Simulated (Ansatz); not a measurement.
`O/C(Cl)=N/[SiH3]` → `N=C(Cl)[SiH2]O`  (isomerisation)

Program: Ansatz. Geometries: PBE0-D4/def2-TZVP. ΔE: electronic, gas phase. CCSD(T)/CBS is the MP2 limit (def2-TZVPP, def2-QZVPP) plus CCSD(T) − MP2 in def2-TZVPP, frozen cores. DFT in def2-TZVPP. One conformer a species, not always the lowest.

Task: Is it downhill or uphill in electronic energy at CCSD(T)/CBS, and by how much? (An estimate is asked.)

Result: Computed: Downhill: ΔE = -75.7 kJ/mol.

Task: What do these levels give: B97M-V, r2SCANh-D4, ωB97M-V, PBE-QIDH, BLYP, PBE0, r2SCANh, BHLYP, MP2/def2-SVP, HF/def2-TZVPP, HF/CBS(def2), MP2/CBS(def2)? (Best estimate.)

Result: The calculation gave: B97M-V -60.4, r2SCANh-D4 -61.6, ωB97M-V -66.2, PBE-QIDH -62.7, BLYP -66.1, PBE0 -59.3, r2SCANh -61.6, BHLYP -66.1, MP2/def2-SVP -43.4, HF/def2-TZVPP -64.6, HF/CBS(def2) -65.3, MP2/CBS(def2) -73.5 kJ/mol.

Largest T1 diagnostic among the species: 0.013.

Leaving LDA and LC-ωPBE aside and taking each functional with its dispersion term where it has one, the values, not all of them listed here, spread over 8.8 kJ/mol, from B2PLYP to PBE-D4. LDA lies +10.2 kJ/mol from PBE without D4. In def2-TZVPP, CCSD(T) changes the Hartree–Fock value by −6.8 kJ/mol (the triples alone add +0.8 kJ/mol) and MP2 by −4.6 kJ/mol.
